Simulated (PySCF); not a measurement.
## Exercise with solution: oscillator strength and radiative lifetime

C2H7NOSi, SMILES OC/C=N/[SiH3].

The structure is a stationary point at PBE-D3(BJ)/def2-SVP. The structure was generated by enumeration; whether it is a known compound was not checked. One conformer was computed; it need not be the lowest.

TDDFT-PBE/def2-SVPD in PySCF puts the first singlet state with f over 0.02 at 4.90 eV (vertical), with the transition dipole (-0.454, 0.067, 0.116) in atomic units.

### Question
Find the oscillator strength, the wavelength and the radiative lifetime that this transition would have in vacuum if emission retraced absorption.

### Answer

|μ|² = 0.2241 au, so |μ| = 1.20 D. ΔE = 4.90/27.211 = 0.1801 hartree. f = (2/3) ΔE |μ|² = 0.027 (the program prints 0.027).
λ = 1239.84/4.90 = 253 nm; ν = 39521 cm⁻¹.
Einstein's coefficient A = 0.6670 ν² f s⁻¹ (ν in cm⁻¹) = 2.8e7 s⁻¹, so τ = 1/A = 36 ns. This state is S2; the lower singlet has f = 0.001. The figure is the radiative limit of this one transition; relaxation, internal conversion, crossing to triplets and a medium change what is measured.
